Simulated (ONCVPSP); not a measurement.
What one change does to a pseudopotential (copper (Cu), ONCV)

| Quantity | Value |
| --- | --- |
| Element | Cu (Z = 29) |
| Generator | ONCVPSP 4.0.1 |
| Type | optimised norm-conserving Vanderbilt (ONCV) |
| Functional | LDA (Perdew-Wang 92) |
| Relativity | scalar-relativistic |
| Frozen core | [Ne] 3s2 |
| Valence charge | 17 |
| Reference configuration | 3p6 3d9 4s2 |
| Partial waves | 4s: rc 2.30 bohr, ncon 4, nbas 7, qcut 3.3 1/bohr, 2 projectors, debl 2.5 Ha; 3p: rc 0.70 bohr, ncon 5, nbas 8, qcut 12.6 1/bohr, 2 projectors, debl 2.1 Ha; 3d: rc 0.70 bohr, ncon 4, nbas 8, qcut 20.5 1/bohr, local |
| Local potential | the d channel |
| Core correction | polynomial model core, fcfact 0.6 |

In the p channel the program set the typed energies aside and used -2.836, 0.250 Ha.

Change: p: qcut 10.8.

Cutoffs: the cutoffs (Ha) at which the residual kinetic energy of the hardest occupied pseudo-wave falls to 1 and 0.1 mHa per electron; they do not see the model core or the augmentation charge, which bear on the density cutoff. Errors are all-electron minus pseudo energies relative to the spin-unpolarised reference configuration.

**Question.** Predict the effect on cutoff, ghosts and configuration errors.

**Answer.** The potential gets harder (168 Ha and 321 Ha → 231 Ha and 356 Ha); both files keep a bound ghost (s); the errors of the 4 common tests hardly move.

| quantity | base | changed |
| --- | --- | --- |
| cutoff, loose | 168 Ha | 231 Ha |
| cutoff, tight | 321 Ha | 356 Ha |
| loose cutoff by channel | s 5.0 Ha, p 111 Ha, d 168 Ha | s 5.0 Ha, p 231 Ha, d 168 Ha |
| bound ghosts | s | s |
| GHOST(+) flags under 300 eV | s at 87.5 eV | s at 87.5 eV |
| error for 3p6 3d10 4s1, meV [ΔE -2.01 eV] | -38 | -38 |
| error for 3p6 3d10 4s0, meV [ΔE 6.42 eV] | -92 | -92 |
| error for 3p6 3d9 4s0, meV [ΔE 28.11 eV] | -50 | -50 |
| error for 3p6 3d8 4s0, meV [ΔE 67.48 eV] | +4.1 | +4.1 |
| s: phases at 2.33 bohr within 0.05 rad from the reference energy up to (Ha; the scan ends near 5) | 2.7 | 2.7 |
| p: phases at 0.71 bohr within 0.05 rad from the reference energy up to (Ha; the scan ends near 5) | to the end of the scan | to the end of the scan |
| d: phases at 0.71 bohr within 0.05 rad from the reference energy up to (Ha; the scan ends near 5) | to the end of the scan | to the end of the scan |
| rms error of d²Exc/dni dnj with the model core, mHa | 0.72 | 0.71 |

 A true bound ghost makes a file unfit for plane-wave use even where its test errors are small: the radial tests pick states by their node count and pass the ghost by.
